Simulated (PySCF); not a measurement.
# Computed properties of MoO2F2, SMILES [O]=[Mo](=[O])([F])[F], multiplicity 1

MoO2F2, SMILES [O]=[Mo](=[O])([F])[F], multiplicity 1. Geometry optimised at B3LYP-D3(BJ)/def2-SVP. The spin state was assumed, not searched. The def2 effective core potentials stand for the cores of Mo; spin–orbit coupling is left out. The values are those of a single conformer. All values are computed for the isolated molecule unless a solvent is named; none is compared with measurement here.

**Structure.** The optimised structure has C2v symmetry. All 9 harmonic modes at B3LYP-D3(BJ)/def2-SVP (PySCF) are real, so it is a minimum. With heavy atoms numbered as in [Mo:1](=[O:2])(=[O:3])([F:4])[F:5], the shortest bond between them is Mo1–O2 at 1.673 Å and the longest Mo1–F4 at 1.846 Å.

**Vibrations.** The strongest infrared lines (harmonic, unscaled, degenerate partners summed) lie at 1049 cm⁻¹ (206 km/mol, O 81 %, Mo 19 %), 739 cm⁻¹ (145 km/mol, F 75 %, Mo 25 %), 714 cm⁻¹ (87 km/mol, F 87 %, Mo 11 %). The softest mode is at 180 cm⁻¹ and the zero-point energy is 7.0 kcal/mol.

**Electronic structure.** PBE0/def2-TZVPD (PySCF) places the frontier levels at -10.11 and -3.42 eV, a gap of 6.69 eV, and gives a dipole moment of 0.92 D and a mean polarisability of 41.9 bohr³. PBE/def2-TZVPD (PySCF) at the same geometry gives -8.43 and -4.12 eV, so its gap is 2.38 eV narrower. An orbital gap is neither the optical nor the fundamental gap.

**Excitations.** TDDFT-CAM-B3LYP/def2-SVPD (PySCF) has S1 at 4.82 eV (257 nm, f = 0.001, dark); the most intense of the 10 singlets computed lies at 5.62 eV (f = 0.01). T1 (TDA) is at 4.25 eV. TDDFT-PBE/def2-SVPD (PySCF) puts S1 at 4.54 eV. No vertical singlet excitation falls in the visible range (under 3.1 eV).
